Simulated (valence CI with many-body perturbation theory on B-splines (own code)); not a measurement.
## Sb⁴⁶⁺: calculated level list

Calculated by configuration interaction combined with many-body perturbation theory (CI+MBPT): three valence electrons over a frozen Dirac-Fock core [He], a basis of 11 s, 11 p, 10 d, 8 f, 5 g, 2 h functions for each j, with the one-electron correlation potential Σ1, the two-electron term Σ2, the three-electron term Σ3, Breit, model QED; selected CI, second order for the rest, scaled by the run's own slope (own B-spline code, finite nucleus).

The last digits are not significant, and no measured levels were compared; by estimate large intervals hold to a few tenths of a per cent, small ones and those within an open d or f shell to about a per cent.

Levels 136 to 179 of 179, with energies above the lowest level, (2s^2 2p1/2) J=1/2. "Leading %" is the weight of the configuration and term that name the level; weights of strongly mixed levels are sums over their largest components and can fall short. In the jj column 3d3/2^4 stands for four electrons in 3d with j = 3/2. Lifetimes count E1, E2, E3, M1 and M2 decay at the calculated energies, and are blank where another channel may lead or the interval is too uncertain; long ones can be off by a factor of two.

| No. | Configuration | Term | J | E (× 10³ cm⁻¹) | Leading % | g | Lifetime | Leading jj |
| --- | --- | --- | --- | --- | --- | --- | --- | --- |
| 136 | 2s2p4s | ²P° | 1/2 | 50658 | 85 | 0.941 | 35.0 fs | 2s 2p1/2 4s (98 %) |
| 137 | 2s2p4p | ⁴D | 3/2 | 50771 | 47 | 1.140 | 21.5 fs | 2s 2p1/2 4p1/2 (98 %) |
| 138 | 2s2p4p | ⁴P | 1/2 | 50827 | 47 | 1.871 | 31.2 fs | 2s 2p1/2 4p1/2 (98 %) |
| 139 | 2s2p4p | ⁴P | 3/2 | 50906 | 30 | 1.373 | 25.1 fs | 2s 2p1/2 4p3/2 (100 %) |
| 140 | 2s2p4d | ⁴F° | 3/2 | 51013 | 61 | 0.671 | 12.3 fs | 2s 2p1/2 4d3/2 (100 %) |
| 141 | 2s2p4p | ⁴D | 5/2 | 51071 | 46 | 1.345 | 59.8 fs | 2s 2p1/2 4p3/2 (98 %) |
| 142 | 2s2p4p | ²P | 1/2 | 51071 | 47 | 1.271 | 12.2 fs | 2s 2p1/2 4p3/2 (98 %) |
| 143 | 2s2p4p | ²D | 3/2 | 51079 | 43 | 1.287 | 16.5 fs | 2s 2p1/2 4p3/2 (98 %) |
| 144 | 2s2p4d | ⁴F° | 5/2 | 51109 | 32 | 1.219 | 7.22 fs | 2s 2p1/2 4d5/2 (95 %) |
| 145 | 2s2p4f | ⁴G | 5/2 | 51173 | 45 | 0.840 | 14.3 fs | 2s 2p1/2 4f5/2 (100 %) |
| 146 | 2s2p4d | ⁴F° | 5/2 | 51175 | 30 | 1.086 | 15.7 fs | 2s 2p1/2 4d3/2 (91 %) |
| 147 | 2s2p4d | ²P° | 3/2 | 51202 | 24 | 1.120 | 6.50 fs | 2s 2p1/2 4d3/2 (95 %) |
| 148 | 2s2p4d | ⁴D° | 1/2 | 51209 | 59 | 0.410 | 4.98 fs | 2s 2p1/2 4d3/2 (98 %) |
| 149 | 2s2p4f | ⁴F | 7/2 | 51212 | 26 | 1.146 | 14.5 fs | 2s 2p1/2 4f7/2 (100 %) |
| 150 | 2s2p4d | ⁴F° | 7/2 | 51271 | 40 | 1.246 | 6.98 fs | 2s 2p1/2 4d5/2 (98 %) |
| 151 | 2s2p4d | ²F° | 5/2 | 51294 | 47 | 1.130 | 6.90 fs | 2s 2p1/2 4d5/2 (96 %) |
| 152 | 2s2p4d | ²D° | 3/2 | 51295 | 41 | 1.074 | 7.10 fs | 2s 2p1/2 4d5/2 (95 %) |
| 153 | 2s2p4f | ⁴G | 7/2 | 51339 | 36 | 1.007 | 14.3 fs | 2s 2p1/2 4f5/2 (98 %) |
| 154 | 2s2p4f | ⁴F | 3/2 | 51342 | 52 | 0.645 | 14.2 fs | 2s 2p1/2 4f5/2 (98 %) |
| 155 | 2s2p4f | ⁴G | 5/2 | 51344 | 32 | 0.939 | 14.3 fs | 2s 2p1/2 4f5/2 (98 %) |
| 156 | 2s2p4f | ⁴G | 9/2 | 51377 | 35 | 1.190 | 14.5 fs | 2s 2p1/2 4f7/2 (98 %) |
| 157 | 2s2p4f | ²D | 5/2 | 51383 | 36 | 1.057 | 14.5 fs | 2s 2p1/2 4f7/2 (97 %) |
| 158 | 2s2p4f | ²G | 7/2 | 51384 | 34 | 1.139 | 14.6 fs | 2s 2p1/2 4f7/2 (98 %) |
| 159 | 2p²4s | ⁴P | 1/2 | 51962 | 48 | 2.007 | 36.6 fs | 2p1/2^2 4s (97 %) |
| 160 | 2p²4p | ²P° | 1/2 | 52101 | 43 | 0.660 | 15.8 fs | 2p1/2^2 4p1/2 (97 %) |
| 161 | 2p²4p | ²P° | 3/2 | 52399 | 31 | 1.332 | 16.1 fs | 2p1/2^2 4p3/2 (97 %) |
| 162 | 2p²4d | ²D | 3/2 | 52498 | 39 | 0.792 | 18.3 fs | 2p1/2^2 4d3/2 (98 %) |
| 163 | 2p²4d | ²D | 5/2 | 52604 | 32 | 1.198 | 7.09 fs | 2p1/2^2 4d5/2 (98 %) |
| 164 | 2p²4f | ²F° | 5/2 | 52648 | 38 | 0.853 | 14.4 fs | 2p1/2^2 4f5/2 (98 %) |
| 165 | 2p²4f | ²F° | 7/2 | 52688 | 33 | 1.140 | 14.7 fs | 2p1/2^2 4f7/2 (98 %) |
| 166 | 2s2p4s | ⁴P° | 5/2 | 52735 | 100 | 1.586 | 36.5 fs | 2s 2p3/2 4s (100 %) |
| 167 | 2s2p4s | ²P° | 3/2 | 52781 | 82 | 1.384 | 28.3 fs | 2s 2p3/2 4s (100 %) |
| 168 | 2s2p4p | ⁴P | 3/2 | 52917 | 45 | 1.637 | 30.4 fs | 2s 2p3/2 4p1/2 (100 %) |
| 169 | 2s2p4p | ²D | 5/2 | 52927 | 40 | 1.335 | 19.3 fs | 2s 2p3/2 4p1/2 (100 %) |
| 170 | 2s2p4p | ⁴D | 7/2 | 53165 | 100 | 1.417 | 62.5 fs | 2s 2p3/2 4p3/2 (100 %) |
| 171 | 2s2p4p | ²P | 3/2 | 53182 | 54 | 1.474 | 16.2 fs | 2s 2p3/2 4p3/2 (100 %) |
| 172 | 2s2p4p | ⁴P | 5/2 | 53211 | 53 | 1.405 | 20.1 fs | 2s 2p3/2 4p3/2 (99 %) |
| 173 | 2s2p4p | ²S | 1/2 | 53228 | 52 | 1.566 | 13.9 fs | 2s 2p3/2 4p3/2 (99 %) |
| 174 | 2s2p4s | ²P° | 1/2 | 53231 | 92 | 0.800 | 24.2 fs | 2s 2p3/2 4s (98 %) |
| 175 | 2s2p4s | ²P° | 3/2 | 53239 | 82 | 1.391 | 32.8 fs | 2s 2p3/2 4s (98 %) |
| 176 | 2s2p4d | ⁴D° | 5/2 | 53310 | 46 | 1.243 | 6.53 fs | 2s 2p3/2 4d3/2 (99 %) |
| 177 | 2s2p4d | ⁴P° | 3/2 | 53320 | 45 | 1.377 | 6.00 fs | 2s 2p3/2 4d3/2 (99 %) |
| 178 | 2s2p4d | ⁴F° | 7/2 | 53322 | 49 | 1.259 | 7.71 fs | 2s 2p3/2 4d3/2 (86 %) |
| 179 | 2s2p4d | ⁴P° | 1/2 | 53325 | 85 | 2.256 | 6.62 fs | 2s 2p3/2 4d3/2 (99 %) |
